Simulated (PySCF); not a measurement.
CH3ISe, SMILES [Se](I)C.

Geometry optimised at PBE0-D3(BJ)/def2-SVP. The def2 effective core potentials stand for the cores of I; spin–orbit coupling is left out.

Calculation: PBE0/def2-TZVPD run with PySCF.

Symmetry labels are those of the subgroup Cs that the program uses (full group Cs).

Computed valence orbital energies around the gap with their symmetry:
```csv
orbital,symmetry,energy (eV)
HOMO−7,A',-17.22
HOMO−6,A',-12.44
HOMO−5,A",-12.31
HOMO−4,A',-10.63
HOMO−3,A',-9.39
HOMO−2,A",-8.39
HOMO−1,A',-7.70
HOMO,A",-6.41
LUMO,A',-2.56
LUMO+1,A',-0.13
LUMO+2,A',0.36
LUMO+3,A',0.61
```
